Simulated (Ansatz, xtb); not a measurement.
## Ranking isomers of C4H5NO2

3 gas-phase structures of C4H5NO2, from a drawn sample of its isomers (lower ones may exist). Each was relaxed with GFN2-xTB:

A. `Cc1cc(O)on1`, a singlet
B. `CC1=CC(=O)ON1`, a singlet
C. `CC1=NOC(=O)C1`, a singlet

Q: Which do you expect lowest at r2SCAN-D4/def2-SVP, and how would the others follow?

A: Calculated order at r2SCAN-D4/def2-SVP: C (0.0), B (1.0), A (7.8) kcal/mol.

Energies above the lowest of each column, in kcal/mol; the last columns are at PBE-D3(BJ)/def2-SVP geometries:

```json
{"structure": "C", "GFN2-xTB": "0.0", "HF/STO-3G": "0.0", "r2SCAN-D4/def2-SVP": "0.0", "PBE-D3(BJ)/def2-SVP": "0.0", "CCSD(T)/def2-SVP + ΔMP2/def2-TZVPP": "0.0"}
{"structure": "B", "GFN2-xTB": "3.3", "HF/STO-3G": "20.4", "r2SCAN-D4/def2-SVP": "1.0", "PBE-D3(BJ)/def2-SVP": "1.6", "CCSD(T)/def2-SVP + ΔMP2/def2-TZVPP": "6.4"}
{"structure": "A", "GFN2-xTB": "2.8", "HF/STO-3G": "7.7", "r2SCAN-D4/def2-SVP": "7.8", "PBE-D3(BJ)/def2-SVP": "7.1", "CCSD(T)/def2-SVP + ΔMP2/def2-TZVPP": "6.8"}
```

Every level run on C puts it lowest or level with the lowest. Flexible structures stand in one conformer each, not always the lowest. ΔMP2 is the change of the MP2 energy from the smaller to the larger basis.

Programs: Ansatz 0.2.0, xtb 6.7.1.
